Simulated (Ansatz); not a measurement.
# ZnH2, singlet: energies of several shapes or isomers

Program: Ansatz, Gaussian basis, development build. Basis def2-SVP, nonrelativistic, 9 orbitals frozen in the corrections; active space CAS(4,4). Restricted Hartree–Fock, then the lowest state-specific CASSCF solution met for each case. The basis is small, far from the limit. On stretched bonds single-reference methods can fail or change state. Solutions in different active orbitals can move differences by tenths of an eV and at times more than 1 eV.

Case A:

```xyz
3

H     0.0000    0.0000    1.5240
Zn    0.0000    0.0000    0.0000
H     0.0000    0.0000   -1.5240
```

Case B. A bond is stretched, to 1.99 times the sum of the covalent radii.

```xyz
3

H     0.0000    0.0000    3.0480
Zn    0.0000    0.0000    0.0000
H     0.0000    0.0000   -1.5240
```

Case C:

```xyz
3

H     0.0000    0.0000    1.6459
Zn    0.0000    0.0000    0.0000
H     0.0000    0.0000   -1.6459
```

Case D. A bond is stretched, to 1.49 times the sum of the covalent radii.

```xyz
3

H     0.0000    0.0000    2.2860
Zn    0.0000    0.0000    0.0000
H     0.0000    0.0000   -1.5240
```

Energy less that of case A, in eV:

```csv
case,RHF/ROHF,CASSCF
B,+3.516,+2.445
C,+0.013,-0.069
D,+1.475,+1.090
```

Question: Give the SC-NEVPT2 energies against case A.

Answer: B: +2.792 eV; C: +0.071 eV; D: +1.382 eV.

Question: Which case is lowest, and do the methods agree?

Answer: A is lowest in SC-NEVPT2. CASSCF puts C lowest.
